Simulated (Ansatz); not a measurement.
Relaxation of CH6ClGa (9 atoms, charge 0, multiplicity 1), to a largest force component of 0.03 eV/Å in at most 50 steps.

The calculation used RKS CAM-B3LYP/def2-SVP in Ansatz.

```xyz
9
Properties=species:S:1:pos:R:3:forces:R:3
Ga -0.001 -0.505 -0.550 -0.01 -0.16 0.07
C -0.060 -0.294 2.622 -0.05 -0.11 -0.17
H -0.979 -0.205 3.215 0.01 0.03 -0.02
H 0.792 -0.505 3.279 0.04 0.01 0.02
H 0.123 0.655 2.090 -0.02 -0.02 0.08
H 1.278 0.308 -0.905 -0.04 -0.02 0.01
Cl -1.872 0.389 -1.140 0.03 -0.01 0.00
H -0.119 -1.880 0.182 0.02 -0.01 -0.52
H -0.172 -1.122 1.896 0.02 0.28 0.53
```

Where does it end, and by what steps?

It converged. The force dipped under the threshold on the way, but the program's further checks kept it going. After 29 steps the energy has fallen by 0.165 eV; H3 moved furthest, 1.08 Å.

| step | energy less start (eV) | largest force component (eV/Å) | accepted |
| --- | --- | --- | --- |
| 0 | 0.0000 | 0.525 | yes |
| 2 | -0.1278 | 0.124 | yes |
| 4 | -0.1459 | 0.087 | yes |
| 6 | -0.1490 | 0.085 | yes |
| 8 | -0.1509 | 0.035 | yes |
| 10 | -0.1520 | 0.007 | yes |
| 12 | -0.1425 | 0.442 | no |
| 14 | -0.1567 | 0.068 | yes |
| 16 | -0.1596 | 0.076 | yes |
| 18 | -0.1600 | 0.208 | no |
| 20 | -0.1573 | 0.208 | no |
| 22 | -0.1623 | 0.058 | yes |
| 24 | -0.1629 | 0.075 | yes |
| 26 | -0.1638 | 0.104 | yes |
| 28 | -0.1645 | 0.042 | yes |
| 29 | -0.1648 | 0.028 | yes |

```xyz
9
Properties=species:S:1:pos:R:3
Ga -0.161 -0.545 -0.573
C 0.080 -0.262 2.608
H -0.860 0.128 2.192
H 0.011 -0.257 3.705
H 0.923 0.373 2.301
H 1.013 0.463 -0.711
Cl -2.133 0.332 -0.624
H -0.128 -2.095 -0.482
H 0.244 -1.297 2.275
```

Whether the end is a true minimum wasn't checked by a vibrational analysis.

The run took 52 s on 4 threads of Intel(R) Xeon(R) Platinum 8259CL CPU @ 2.50GHz (Skylake/Cascade Lake), with other jobs on the host, peak memory 0.26 GiB.
